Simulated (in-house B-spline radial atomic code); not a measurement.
Br⁶⁺. Computed with a B-spline radial atomic code. Model: all-electron spherical atom, spin shells full or empty, radial basis limit, no spin-orbit coupling, Breit or QED, empty-state partial waves extrapolated as (l+1/2)^-4, RPA, G0W0 and static COHSEX of the highest shell as one setting changes (uncorrelated shells keep exact exchange).

Empty levels are discrete states of a finite basis, so the steps are uneven.

Given: element Br; charge 6; filled core Ar; hamiltonian one-electron scalar X2C; mean-field start PBE0; highest l of empty states 9; nuclear rms radius 4.1629 fm; lowest nl shells left uncorrelated 3; highest mean-field shell 4s up; box radius 9.29 bohr.

Shell: 3d 5 5, 4s 1 0 (electrons up and down).

```csv
highest empty level kept (hartree),RPA correlation energy (hartree),G0W0 level (eV),G0W0 minus most complete (meV),COHSEX level (eV),linearised minus solved G0W0 (meV)
16.33,-0.67965,-103.64,235.5,-104.86,8.8
32.67,-0.94568,-103.73,136.6,-105.1,9
57.17,-1.1391,-103.8,69.6,-105.29,9.2
98,?,?,?,?,?
163.33,-1.2936,-103.85,17,-105.46,9.4
294,-1.3253,-103.87,5.8,-105.49,9.4
490,-1.3352,-103.87,1.9,-105.5,9.4
980,?,?,?,?,?
1960,-1.339,-103.87,0.1,-105.5,9.4
4083.3,-1.3391,-103.87,0,-105.5,9.4
9800,-1.3392,-103.87,0,-105.5,9.4
32667,-1.3392,-103.87,0,-105.5,9.4
```

(1) What follows for highest empty level kept = 980?

(2) What follows for highest empty level kept = 98?

## Answers

(1) RPA correlation energy -1.3383 hartree; G0W0 level -103.87 eV; G0W0 minus most complete 0.5 meV; COHSEX level -105.5 eV; linearised minus solved G0W0 9.4 meV.

(2) RPA correlation energy -1.2356 hartree; G0W0 level -103.84 eV; G0W0 minus most complete 35.9 meV; COHSEX level -105.4 eV; linearised minus solved G0W0 9.3 meV.
